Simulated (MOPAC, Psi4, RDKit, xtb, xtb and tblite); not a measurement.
Two geometries of C4H10O, SMILES CC(C)CO, relaxed at GFN2-xTB with one dihedral held; other torsions can differ between them too.

Structure A

```
15

C     -1.0189    -1.0577    -0.2091
C     -0.0906     0.1517    -0.2943
C     -0.7927     1.4032     0.2291
C      1.2350    -0.1054     0.4567
O      2.3706    -0.0191    -0.3729
H     -1.9309    -0.8769    -0.7738
H     -0.5318    -1.9403    -0.6156
H     -1.2900    -1.2553     0.8260
H      0.1609     0.3085    -1.3502
H     -1.6961     1.5992    -0.3441
H     -0.1459     2.2753     0.1534
H     -1.0719     1.2706     1.2724
H      1.3311     0.5894     1.3030
H      1.2577    -1.1229     0.8527
H      2.4183     0.8698    -0.7415
```

Structure B

```
15

C      3.2668    -1.0111    -0.7705
C      2.3038     0.1643    -0.6224
C      1.6562     0.4854    -1.9711
C      1.2289    -0.1385     0.4397
O      0.7440    -1.4575     0.4105
H      4.0519    -0.7687    -1.4827
H      3.7256    -1.2475     0.1867
H      2.7414    -1.8960    -1.1206
H      2.8567     1.0462    -0.2847
H      2.4183     0.7238    -2.7093
H      0.9857     1.3381    -1.8848
H      1.0867    -0.3661    -2.3411
H      1.6624    -0.0277     1.4376
H      0.4038     0.5823     0.3439
H      0.3528    -1.6187    -0.4554
```

Which is lower in energy at the level PBE0-D3(BJ)/def2-TZVP // GFN2-xTB (Psi4), and by how much?

B is lower, by 2.24 kcal/mol (dihedral C1–C2–C4–O5: 120° in A, -40° in B).

E(B) − E(A) in kcal/mol at the other levels, on the same two geometries: GFN2-xTB (xtb and tblite) -0.79; MMFF94 // GFN2-xTB (RDKit) -2.77; PBE0/def2-TZVP // GFN2-xTB (Psi4) -2.07; PBE/def2-TZVP // GFN2-xTB (Psi4) -2.00; PBE-D3(BJ)/def2-TZVP // GFN2-xTB (Psi4) -2.21; UFF // GFN2-xTB (RDKit) -2.21; PM7, restricted, heats of formation // GFN2-xTB (MOPAC) -0.02; AM1, restricted, heats of formation // GFN2-xTB (MOPAC) -0.15; GFN1-xTB // GFN2-xTB (xtb) -1.29.
